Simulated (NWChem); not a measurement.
Species: C5H6; SMILES C=CC#CC

```xyz
11

C     -2.3047     0.4459     0.7534
C     -1.4644    -0.4480     0.2108
C     -0.0860    -0.2157    -0.0591
C      1.0942    -0.0495    -0.3004
C      2.5036     0.1578    -0.5831
H     -1.9701     1.4485     1.0315
H     -3.3518     0.1908     0.9320
H     -1.8442    -1.4429    -0.0540
H      3.1290    -0.1522     0.2696
H      2.7180     1.2190    -0.7855
H      2.8242    -0.4250    -1.4610
```
Atoms are numbered in this order, from 1.

Program: NWChem. The geometry was optimised at PBE0/def2-SVP. Level: M06-2X/def2-SVP with SMD (1 M gas to 1 M solution), gas-phase geometry.

Problem. What does the run give for solvent water? Quantities: solvation free energy (kcal/mol); cavity-dispersion-structure term (kcal/mol); dipole in solution (D).

Solution. 
```json
{
 "solvation free energy (kcal/mol)": "-0.3",
 "cavity-dispersion-structure term (kcal/mol)": "4.1",
 "dipole in solution (D)": "0.76"
}
```
